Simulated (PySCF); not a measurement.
PySCF was given this input:
```python
from pyscf import gto, scf, dft

mol = gto.Mole()
mol.atom = '''
    Te   -0.00534842    0.01223355    0.48327654
    Cl    1.16596908   -1.49075955   -0.82644836
    Cl    1.90421897    1.50336856    0.12041395
    Cl   -1.14657041    1.44638856   -0.92639152
    Cl   -1.90725777   -1.49641785    0.15416827
'''
mol.basis = 'def2-sv(p)'
mol.ecp = {'Te': 'def2-sv(p)'}
mol.verbose = 4
mol.build()

mf = dft.RKS(mol)
mf.xc = 'b3lyp'
mf = mf.density_fit(auxbasis='def2-universal-jkfit')
mf.kernel()
```

**Question.** What does this run give for the HOMO-LUMO gap, number of basis functions, nuclear repulsion energy, HOMO energy, Mulliken (on the basis functions themselves) charges in atom order, total energy?

**Answer.** 
The HOMO-LUMO gap is 4.54 eV, the number of basis functions comes out as 98 and the nuclear repulsion energy comes out as 625.0680 Eh. The HOMO energy is -8.12 eV and the Mulliken (on the basis functions themselves) charges in atom order is Te1 0.97, Cl2 -0.17, Cl3 -0.32, Cl4 -0.17, Cl5 -0.32. The total energy comes out as -2108.409759 Ha.
